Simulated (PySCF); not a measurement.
Which determinant of CaI⁺ lies lowest?

Unrestricted PBE0; PySCF, scalar-relativistic core potentials, basis sets Ca def2-SVP, I def2-SVP with ECP28. Outer shells of the fragments: Ca+ 4s1; I 4d10 5s2 5p5.

Followed along the bond (rough minima from three points):

```json
{"2Ms+1": "1", "unpaired": "none", "⟨S²⟩ at the start": "0.00", "R at minimum (Å)": "2.70", "Te (eV)": "0.00"}
{"2Ms+1": "3", "unpaired": "σ ↑, π ↑", "⟨S²⟩ at the start": "2.00", "R at minimum (Å)": "none in the scan", "Te (eV)": "≤ 2.80"}
```

Solutions found at the starting distance of 3.000 Å, counted from the lowest of them; the search is not exhaustive and high or unbound solutions are not listed, so other states can lie among these:

| 2Ms+1 | unpaired | term | E (eV) | ⟨S²⟩ | ⟨Lz²⟩ | μ (D) |
| --- | --- | --- | --- | --- | --- | --- |
| 1 | none | ¹Σ⁺ | 0.00 | 0.00 | 0.00 | -16.37 |
| 3 | σ ↑, π ↑ | ³Π | 2.58 | 2.00 | 1.01 | -6.80 |
| 1 | σ ↓, π ↑ | mixed | 2.60 | 1.00 | 1.01 | -6.79 |
| 3 | σ ↑↑ | ³Σ⁺ | 3.37 | 2.00 | 0.00 | -7.29 |
| 3 | π ↑, δ ↑ | mixed | 3.98 | 2.00 | 5.00 | -8.41 |
| 1 | π ↑, δ ↓ | mixed | 3.99 | 1.00 | 5.00 | -8.41 |

A term symbol is given only where ⟨S²⟩ and ⟨Lz²⟩ are close to those of a pure state; real π, δ and φ orbitals otherwise mix terms. A positive dipole points towards I; it is taken about the centre of mass and depends on that origin.

Spin–orbit coupling is left out. Counting both spins, an empty level lies below a filled one in some of these solutions, because spin and occupation are held.
